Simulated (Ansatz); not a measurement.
Computed with Ansatz on PBE0-D4/def2-TZVP structures; ΔE is electronic, products minus reactants. CBS: MP2 limit from def2 TZ/QZ plus the TZ coupled-cluster correction, frozen cores. DFT in def2-TZVPP. def2 core potentials past Kr. For Sn outer-core shells are correlated without core-valence functions, which leaves a few kJ/mol of doubt a bond.

`C[C](=O)[SnH3]` → `[CH3][SnH]1[CH2][O]1`  (isomerisation)

```
 level  ΔE (kJ/mol)
r2SCAN         23.0
  PBE0         33.3
```

**Question.** What does CCSD(T)/CBS give? (An estimate is asked.)

**Answer.** Computed: +21.3 kJ/mol. The listed levels differ from it by 1.7, 12.0 kJ/mol.

Largest T1 diagnostic among the species: 0.017.

From PBE to PBE0 (25 % exact exchange), in def2-TZVPP and without D4, ΔE moves by +12.8 kJ/mol. In def2-TZVPP, CCSD(T) changes the Hartree–Fock value by −61.1 kJ/mol (the triples alone add −11.9 kJ/mol) and MP2 by −78.7 kJ/mol.
